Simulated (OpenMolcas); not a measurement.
## 4f ions of charge +2 along the row

```
Program             : OpenMolcas 26.06
Method              : SS-CASPT2, IPEA 0.25 Eh, imaginary shift 0.1 Eh
Basis               : ANO-R3
Scalar Hamiltonian  : X2C, finite nucleus
Spin-orbit coupling : RASSI with atomic mean-field integrals over the reference wave functions, term energies averaged over their components
```

Active space: the 4f shell; CASPT2 also correlates the outermost closed s and p core shells.

ζ = ±2S·A comes from the whole width of the ground multiplet by E(J) = (A/2) J(J+1), where its levels are at least 85 % pure. Energies in cm-1.

| Ion | Configuration | Lowest level | Weight (%) | g | g, pure LS | Next level | E | E measured | ζ | ζ measured |
| --- | --- | --- | --- | --- | --- | --- | --- | --- | --- | --- |
| Nd2+ | 4f⁴ | ⁵I₄ | 97 | 0.606 | 0.599 | ⁵I₅ | 1263 | 1138 | 851 | 784 |
| Pm2+ | 4f⁵ | ⁶H°_5/2 | 96 | 0.297 | 0.284 | ⁶H°_7/2 | 893 |  | 1007 |  |
| Sm2+ | 4f⁶ | ⁷F₀ | 91 |  |  | ⁷F₁ | 360 | 293 | 1289 | 1151 |
| Tb2+ | 4f⁹ | ⁶H°_15/2 | 94 | 1.326 | 1.334 | ⁶H°_13/2 | 2970 | 2805 | 1613 | 1507 |
| Dy2+ | 4f¹⁰ | ⁵I₈ | 94 | 1.243 | 1.251 | ⁵I₇ | 4340 |  | 1752 |  |
| Ho2+ | 4f¹¹ | ⁴I°_15/2 | 97 | 1.197 | 1.200 | ⁴I°_13/2 | 5600 | 5439 |  |  |
| Er2+ | 4f¹² | ³H₆ | 99 | 1.166 | 1.167 | ³F₄ [65 %] | 4890 | 5082 |  |  |

Measured columns use the levels in Ding et al., The Spectrum and Energy Levels of the Low-lying Configurations of Nd III (preprint, 2023) (Nd2+); Martin, Zalubas and Hagan, Atomic Energy Levels: The Rare-Earth Elements, NSRDS-NBS 60 (1978) (Sm2+, Tb2+); Martin, Zalubas and Hagan, Atomic Energy Levels: The Rare-Earth Elements, NSRDS-NBS 60 (1978); whole-number values converted from NIST levels in rydberg listed in Nahar, Atoms 12, 24 (2024) (Ho2+); Martin, Zalubas and Hagan, Atomic Energy Levels: The Rare-Earth Elements, NSRDS-NBS 60 (1978); the list in Deprince et al., Eur. Phys. J. D 78, 105 (2024) (Er2+).

The computed ζ goes from 851 (Nd2+) to 1752 cm-1 (Dy2+), a factor of 2.06, rising at every step. It departs from the measured column by +7 to +12 %.

CASPT2 breaks the degeneracy within a term, and the mean is taken; among the low terms the widest spread is 1300 cm-1 (4f¹² ¹I, Er2+). Over all roots computed the reference weight is 0.84 to 0.90 in Nd2+; the roots of lowest weight are the least certain, and an intruder state may touch them. The CASPT2 spread within a term exceeds the gap to the next term for 4f⁴ ⁵F and 4f⁴ ⁵S, 4f⁴ ⁵G and 4f⁴ ³D, so the order of their levels is uncertain, and so are names and mixing where such terms share a J (figures for Nd2+; the like holds for Pm2+, Tb2+, Dy2+, Ho2+, Er2+). High states are left out of the spin-orbit mixing, which shifts the levels that they would mix with (holds for Nd2+; Pm2+; Sm2+; Tb2+; Dy2+; Ho2+). Some levels mix across a computed gap that differs much from the measured one, so their mixing is not that of the real levels (holds for Nd2+). Some terms miss by over 15 % even with CASPT2, which points to a basis or an active space too small for the shells correlated (holds for Nd2+). Terms from blocks run as CI alone lack orbitals of their own (holds for Sm2+). Some high roots are left out of the spin-orbit mixing, which shifts the levels that they would mix with (holds for Er2+). Measured partners are found by configuration, term and J. A level has none where our copy of the source lacks it or the pairing is in doubt (some pairs that miss far off the trend of their configuration count as doubtful), and it then counts in no deviation. Levels of configurations outside the active space are missing.

A share in square brackets marks a mixed level and gives the weight of the term that names it, the lowest over the columns. ° marks odd parity.
